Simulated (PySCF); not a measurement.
SMILES CC[Si](F)(Br)Br at its PBE0/def2-SVP optimised geometry (Å):

```
11

C      0.9677     0.3679     1.1793
C      0.3390    -0.3709     0.0000
Si    -1.5176    -0.3709     0.0000
F     -2.0661     1.1519     0.0000
Br    -2.3235    -1.3545    -1.8056
Br    -2.3381    -1.3408     1.8098
H      0.6739    -0.0821     2.1398
H      0.6634     1.4252     1.1999
H      2.0661     0.3378     1.1195
H      0.6627    -1.4252    -0.0351
H      0.6452     0.0748    -0.9628
```

Calculation: PBE0/def2-TZVP (PySCF). Cells within 0.4 Å of a nucleus heavier than hydrogen are left out (blank, or x).

Map of the HOMO−1 amplitude (bohr^(-3/2)) on the plane z = 0.0 Å; orbital energy -8.77 eV, overall sign arbitrary:

```
|666666666666666666666666666|
|666666666666666666666666666|
|666666666666666666666666666|
|666666666666666666666666666|
|666666666666666666666666666|
|666666666666666666666666666|
|666666666666666666666666666|
|666666666666666666666666666|
|666665556666666666666666666|
|6666654x7666666666666666666|
|666665xxx765666666666666666|
|666666677655556776666666666|
|666666666543346887666666666|
|666666666x3211x997766666666|
|66655565xx310xxx98766666666|
|66555566xx3210x998766666666|
|665555666643346887766666666|
|665555667655556877766666666|
|665556666666666777666666666|
|666566666666666666666666666|
|666666666666666666666666666|
|666666666666666666666666666|
|666666666666666666666666666|
|666666666666666666666666666|
|666666666666666666666666666|
|666666666666666666666666666|
|666666666666666666666666666|
```
Scale: ten equal steps from -0.176 (start of '0') to 0.095 (end of '9'), in the order '0123456789'; x runs from -4.50 to 4.50, y from -4.50 (bottom) to 4.50 (top).
